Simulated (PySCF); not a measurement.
Vertical excitations of a molecule C2H8O3Si from TDDFT-B3LYP/def2-SVPD run with PySCF, as energy in eV (oscillator strength): 6.71 (0.007), 7.23 (0.027), 7.30 (0.008), 7.39 (0.002), 7.70 (0.032), 7.79 (0.021), 7.84 (0.002), 7.98 (0.053), 8.04 (0.029), 8.15 (0.015). Lowest triplet (TDA): 6.49 eV. Coordinates come from a B3LYP-D3(BJ)/def2-SVP optimisation. The values are those of a single conformer.

Question: Which structure fits?
(A) COC[SiH](O)O
(B) C[Si](O)(O)CO
(C) OC[SiH](O)CO
(D) CCO[SiH](O)O

Answer: A, COC[SiH](O)O
